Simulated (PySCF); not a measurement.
# Spinor energies of Ga¹⁶⁺ (gallium, charge +16)

Start: [Ne] 3s2 3p3; 3p1/2 filled at m_j = -1/2, +1/2; 3p3/2 filled at m_j = +3/2. Calculated with PySCF 2.14 in an uncontracted even-tempered set (19 s from 1.5 bohr⁻², ratio 2.4; 13 p from 1.9 bohr⁻², ratio 2.4; 5 d from 8.7 bohr⁻², ratio 2.6; 4 f from 13 bohr⁻², ratio 2.6): generalised Hartree-Fock with the X2C-1e Hamiltonian and a Gaussian nucleus; one run each with spin-orbit coupling (SO) switched off, then screened by Boettger's factors.

```
spinor shell  electrons  ε, spin-free (eV)  ε, screened SO (eV)  weight of nominal j (screened SO)  rms radius, screened SO (bohr)
       1s1/2          2           -11028.4             -11028.0                              1.000                          0.0560
       2s1/2          2            -1915.6              -1915.5                              1.000                           0.233
       2p1/2          2            -1738.8              -1759.3                              0.985                           0.206
       2p3/2          4            -1738.8              -1728.7                              0.993                           0.209
       3s1/2          2            -644.62              -644.55                              1.000                           0.597
       3p1/2          2            -597.95              -599.11                              0.690                           0.591
       3p3/2          1            -597.95              -595.60                              1.000                           0.594
```

| quantity | spin-free | screened SO |
| --- | --- | --- |
| E (hartree) | -1811.68940 | -1811.79160 |
| M_J | 3/2 | 3/2 |
| ⟨J²⟩ | 3.750 | 3.756 |
| ⟨L²⟩ | 0.000 | 0.184 |
| ⟨S²⟩ | 3.750 | 3.506 |

Each row is a mean over spinors that exchange with the open shell spreads, by up to 27.581 eV (3s1/2).

Rows whose weight is well below 1 are mixtures of j = l ± 1/2: exchange outweighs spin-orbit coupling there, and the label is only the starting occupation.

Without spin-orbit coupling the j labels of p, d and f shells carry no meaning; the spin-free column gives the mean over the occupied spinors of each nl shell.
